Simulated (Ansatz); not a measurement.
Geometry optimisation, RKS PBE0/def2-SVP in Ansatz.

Input:

```yaml
crystal:
  periodic: [false, false, false]
  atoms:
    - { symbol: B, position_ang: [0.0, 0.0, 0.0] }
    - { symbol: O, position_ang: [0.0, 0.0, 1.76] }
    - { symbol: H, position_ang: [-0.9095, -0.2814, 2.0971] }
    - { symbol: F, position_ang: [1.1431, 0.0, -0.66] }
    - { symbol: H, position_ang: [-1.0305, 0.0, -0.595] }
    - { symbol: O, position_ang: [0.0766, 1.621, 0.5392] }
    - { symbol: Si, position_ang: [0.6742, 2.1133, 2.0302] }
    - { symbol: H, position_ang: [1.069, 0.9424, 2.8077] }
    - { symbol: H, position_ang: [1.8341, 2.9769, 1.8293] }
    - { symbol: H, position_ang: [-0.3605, 2.849, 2.751] }
    - { symbol: H, position_ang: [0.0506, 1.0697, 1.5173] }
basis:
  gaussian: { orbitals: def2-SVP }
hamiltonian:
  xc: pbe0
relax:
  f_tol: 0.15
  max_steps: 25
  restrain:
    - { distance: [0, 5], at: 1.41, k: 30.0 }
    - { distance: [10, 1], at: 1.01, k: 30.0 }
    - { distance: [0, 1], at: 2.61, k: 30.0 }
    - { distance: [10, 5], at: 2.21, k: 30.0 }
output:
  orbitals: {}
```

Run as:

```bash
$ ansatz run input.yaml --threads 2 --pin off --max-ram 3072MiB --backend cpu --events-out ev --progress --plain --runs-dir out
```

Q: Where does it end, and by what steps?

A: The run converged. The restraints hold the end off the free minimum. After 13 steps the energy has fallen by 6.852 eV (the restraints' own energy left out); H11 moved furthest, 1.59 Å. The start is strongly strained (largest force component 9 eV/Å), so its close contacts needn't be bonds. Parted: Si7–H11 (1.32 → 3.21 Å).

| step | energy less start (eV) | largest force component (eV/Å) | accepted |
| --- | --- | --- | --- |
| 0 | 0.0000 | 8.664 | yes |
| 1 | -1.9465 | 6.354 | yes |
| 2 | -3.1781 | 4.834 | yes |
| 3 | -4.3197 | 3.255 | yes |
| 4 | -5.4516 | 2.827 | yes |
| 5 | -6.1788 | 1.752 | yes |
| 6 | -6.4069 | 1.563 | yes |
| 7 | -6.5574 | 1.350 | yes |
| 8 | -6.6941 | 1.142 | yes |
| 9 | -6.7901 | 0.931 | yes |
| 10 | -6.8301 | 0.872 | yes |
| 11 | -6.8059 | 1.366 | no |
| 12 | -6.8376 | 0.939 | yes |
| 13 | -6.8519 | 0.823 | yes |

```xyz
11
Properties=species:S:1:pos:R:3
B 0.159 0.610 0.017
O -0.719 -0.783 2.037
H -1.427 -1.344 1.700
F 1.396 0.158 -0.150
H -0.731 0.184 -0.679
O -0.070 1.671 0.867
Si 1.041 2.484 1.844
H 1.958 1.522 2.519
H 1.819 3.453 1.019
H 0.232 3.219 2.856
H -1.112 0.117 2.046
```

Run time: 38 s on 2 threads of Arm Neoverse V2, on a shared host, peak memory 0.22 GiB.
